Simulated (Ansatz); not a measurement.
`[SiH3][C]1(Br)C[CH2][Zn]1`. The species carries charge 0 and has multiplicity 1.

Z-matrix (Å, degrees):
```
C
C 1 1.544
C 1 1.541 2 113.5
Zn 1 2.355 2 57.9 3 20.2
H 1 1.098 2 110.4 3 -123.4
H 1 1.096 2 108.8 3 118.5
H 2 1.089 1 113.9 3 89.2
H 2 1.087 1 114.6 3 -142.0
Br 3 1.979 1 109.6 2 -78.3
Si 3 1.853 1 120.4 2 154.2
H 10 1.492 3 107.6 1 -52.8
H 10 1.484 3 109.7 1 -171.6
H 10 1.491 3 113.3 1 66.9
```

Problem. What are the harmonic wavenumbers in cm⁻¹ at PBE0-D4/def2-TZVP (Ansatz, finite differences of forces, unscaled)? (Estimate.)

Solution. Ansatz gave: 74, 111, 121, 155, 180, 284, 329, 357, 484, 539, 611, 649, 669, 814, 850, 920, 934, 942, 947, 973, 1055, 1099, 1174, 1287, 1431, 1450, 2195, 2197, 2238, 3012, 3070, 3113, 3188.

Problem. Is this a minimum?

Solution. Yes, all 33 modes are real.

Problem. Give the ideal-gas thermochemistry at 298.15 K and 1 bar (rigid rotor, harmonic oscillator; point group C1, symmetry number 1).

Solution. Zero-point energy 224.0 kJ/mol; H(298) − E = 249.5 kJ/mol; entropy 396.9 J/(mol·K), of which translation 175.9, rotation 125.4, vibration 95.6; G(298) − E = 131.1 kJ/mol. Modes under 100 cm⁻¹ are hindered rotations or soft bends, so the harmonic entropy is rough.

Problem. Rotational constants (cm⁻¹)?

Solution. 0.05098, 0.03368, 0.02595.
